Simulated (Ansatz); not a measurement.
Which is lower?

The two ends of one reaction step of AlH₅SO₂, closed shell (PBE0-D4/def2-TZVP).

A:

```xyz
9
angstrom
Al 0.1019 -0.3595 0.3049
H -0.7704 1.7907 -0.5893
O -0.8357 -1.3395 -0.7015
O -0.5725 0.3552 1.6821
H -0.4356 1.5660 -1.2234
S 2.2323 -0.2304 -0.1250
H -1.7640 -1.5050 -0.5463
H -0.0698 0.7980 2.3626
H 2.1136 -1.0758 -1.1640
```

B:

Al1  (-0.701, 0.141, 0.161)
H2  (-1.233, 1.092, -0.991)
O3  (-1.116, -1.521, 0.173)
O4  (-0.281, 0.870, 1.651)
H5  (1.998, 1.211, -0.566)
S6  (1.754, -0.110, -0.560)
H7  (-1.752, -1.890, -0.437)
H8  (-0.276, 0.369, 2.464)
H9  (1.606, -0.161, -1.895)
(Å)

Computed with Ansatz 0.2.0 (basis: def2-TZVPP); correlated methods freeze the cores. B3LYP uses VWN-RPA correlation.

(1) Which structure is lower at CCSD(T), and by how much? (To be estimated.)

No T1 diagnostic of these runs exceeds 0.012.

Results:

(1) The calculation gives: A, by 0.548 eV (electronic energy, against the other). By their contacts, A is a complex of AlH₃SO₂ ([OH][Al]([OH])[SH]) + H₂ and B is AlH₅SO₂ ([OH][AlH]([OH])[SH2]).

All methods give the same order:

| method | E(B) − E(A) (eV) |
| --- | --- |
| SPW92 | 0.449 |
| PBE-D4 | 0.543 |
| BLYP-D4 | 0.545 |
| r2SCAN-D4 | 0.588 |
| B97M-V | 0.473 |
| PBE0-D4 | 0.537 |
| B3LYP-D4 | 0.536 |
| r2SCAN0-D4 | 0.574 |
| BHLYP-D4 | 0.519 |
| CAM-B3LYP-D4 | 0.502 |
| wB97X-V | 0.520 |
| wB97M-V | 0.549 |
| B2PLYP | 0.564 |
| PBE-QIDH | 0.561 |
| RPA on PBE | 0.487 |
| HF | 0.517 |
| MP2 | 0.620 |
| CCSD | 0.531 |
| CCSD(T) | 0.548 |

Labels in which every atom is bracketed show which atoms are joined, not bond orders.

For scale, one of the runs: CCSD(T)/def2-TZVPP, 216 basis functions, launched by `ansatz run in.yaml --threads 4 --pin off --events-out ev --progress --plain --max-ram 9574MiB`. The run took 76 s on 4 CPU threads of an Intel Xeon (shared host), with 3.1 GiB of host memory at its peak.
